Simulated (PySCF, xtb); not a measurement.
Cl4H2Si2, SMILES Cl[SiH2][Si](Cl)(Cl)Cl.

GFN2-xTB run with xtb at its own geometry gives an orbital gap of 4.56 eV and a dipole moment of 1.47 D.

Geometry: ωB97X-D3(BJ)/def2-SVP. The values are those of a single conformer.

### Question
What does PySCF with HF/def2-TZVP give? (Estimate from the structure and the level; the computed values follow.)

### Answer
gap 13.64 eV (levels -11.38 and 2.26 eV), dipole 1.54 D.
